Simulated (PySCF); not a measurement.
## Working out the excitation energy of He

He 1s2 (1S) → He 1s1 2s1 (3S). Computed with PySCF 2.14 in aug-cc-pVQZ-DK (5s4p3d2f, 46 functions), with scalar relativity by spin-free X2C-1e. Frozen: nothing. Energies in hartree (1 hartree = 27.21139 eV):

| part | He (lower) | He (upper) |
| --- | --- | --- |
| UHF | -2.861623 | -2.171295 |
| MP2 opposite-spin | -0.035734 | 0.000000 |
| MP2 same-spin | 0.000000 | -0.000786 |

Task: What does Hartree-Fock give?

Result: (-2.171295) − (-2.861623) = 0.690328 hartree = 18.785 eV.

Task: What do MP2 and SCS-MP2 (6/5 opposite-spin, 1/3 same-spin) give?

Result: The opposite-spin parts differ by 0.972 eV and the same-spin parts by -0.021 eV. MP2: 18.785 + (0.972) + (-0.021) = 19.736 eV. SCS-MP2: 18.785 + 1.2 × (0.972) + (-0.021)/3 = 19.944 eV.

Measured between the centres of the two terms (NIST): 19.820 eV, so MP2 (valence) is off by -0.084 eV.

What remains against the reference includes basis incompleteness and correlation beyond second order.
